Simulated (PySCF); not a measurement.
F$_{3}$OV, charge +1, doublet, at a GFN2-xTB geometry (such geometries of metal compounds can be far from the true shape) (the multiplicity is a formal guess). Base run: PySCF with CASSCF(3,5)/6-31G.

Input for PySCF:
```python
from pyscf import gto, scf, mcscf
import numpy

mol = gto.Mole()
mol.atom = '''
    V    -0.00754285   -0.00408677    0.00901053
    O     0.93473095    0.50644394   -1.11661015
    F     0.93316726   -0.81672518    1.02685695
    F    -1.09252665   -0.93594737   -0.72295533
    F    -0.65223640    1.31294413    0.66561381
'''
mol.basis = '6-31g'
mol.charge = 1
mol.spin = 1
mol.verbose = 4
mol.build()

mf = scf.ROHF(mol)
mf.kernel()
mc = mcscf.CASSCF(mf, 5, 3)
mc.fix_spin_(ss=0.75)
mc.kernel()
occ = numpy.linalg.eigvalsh(mc.fcisolver.make_rdm1(mc.ci, mc.ncas, mc.nelecas))[::-1]
ss = mc.fcisolver.spin_square(mc.ci, mc.ncas, mc.nelecas)[0]
print('natural occupations', occ.round(4), ' <S^2>', round(ss, 4))
```

The base run was repeated with changes; each row names its change, and settings that it needs were set with it.

```csv
change,ΔE vs base (kcal/mol),natural occupations,<S^2> of the state,core-seconds (rough),outcome
base,0.000,1.90 0.98 0.10 0.02 0.00,0.75,8,converged
orbitals = fixed (CASCI); correction = SC-NEVPT2,-509.4,1.98 1.00 0.02 0.00 0.00,0.75,0.8,converged
solver = newton,-0.001,1.90 0.98 0.10 0.02 0.00,0.75,8,converged
fix_spin_ = off,-0.001,1.90 0.98 0.10 0.02 0.00,0.75,20,converged
"active space = 7 electrons, 7 orbitals",-57.14,1.92 1.91 1.86 1.00 0.13 0.09 0.08,0.75,20,converged
"active space = 7 electrons, 5 orbitals",-,-,-,-,not converged
"active space = 5 electrons, 4 orbitals",9.41,2.00 1.90 1.00 0.10,0.75,20,converged
"active space = 7 electrons, 9 orbitals",-,-,-,-,not converged
conv_tol = 1e-5,0.001,1.90 0.98 0.10 0.02 0.00,0.75,7,converged
state_average = 2 states,9.33,-,-,7,converged
correction = SC-NEVPT2,-494.9,1.90 0.98 0.10 0.02 0.00,0.75,8,converged
```

Active orbitals are taken around the Fermi level unless the row says otherwise; CASSCF can end in different local minima, and two programs can end on different orbitals. State-averaged rows give the lowest state.

Open shells are given as the SCF converged; they aren't shown to be the lowest states, and a large step between rows can be another state.
